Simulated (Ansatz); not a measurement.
Wavefunction ladder for CH$_{6}$AlNSi (`[SiH3][CH]1[NH][AlH]1`)

Cartesian coordinates in Å:
```
Si -0.472 0.074 -1.393
C -0.248 0.518 0.392
N 1.134 0.286 0.985
Al 0.071 -0.857 1.702
H -1.894 0.238 -1.811
H 0.374 0.888 -2.319
H -0.084 -1.354 -1.602
H -0.721 1.457 0.697
H 1.929 0.786 0.629
H -0.090 -2.038 2.720
```

Total charge 0; spin multiplicity 1. Geometry: relaxed with PBE0-D4/def2-TZVP. Frozen core, restricted reference, the Gaussian-basis code of Ansatz. CBS rows extrapolate triple and quadruple zeta; past MP2 they add the triple-zeta difference.

| basis | HF (Eh) | MP2 corr. | CCSD corr. | (T) | CCSD(T) total |
| --- | --- | --- | --- | --- | --- |
| def2-SVP | -626.35992 | -0.47138 | ? | ? | ? |
| def2-TZVPP | -626.65902 | -0.58376 | ? | -0.02646 | ? |
| def2-QZVPP | -626.67997 | -0.62418 | – | – | – |
| CBS(def2) | -626.68285 | ? | -0.69487 | as TZ | ? |

(1) Fill in the withheld values. (An estimate is asked.)

Results:

(1) The calculation gave: def2-SVP CCSD corr.: -0.51873; def2-SVP (T): -0.01690; def2-SVP CCSD(T) total: -626.89555; def2-TZVPP CCSD corr.: -0.62451; def2-TZVPP CCSD(T) total: -627.30999; CBS(def2) MP2 corr.: -0.65412; CBS(def2) CCSD(T) total: -627.40418.
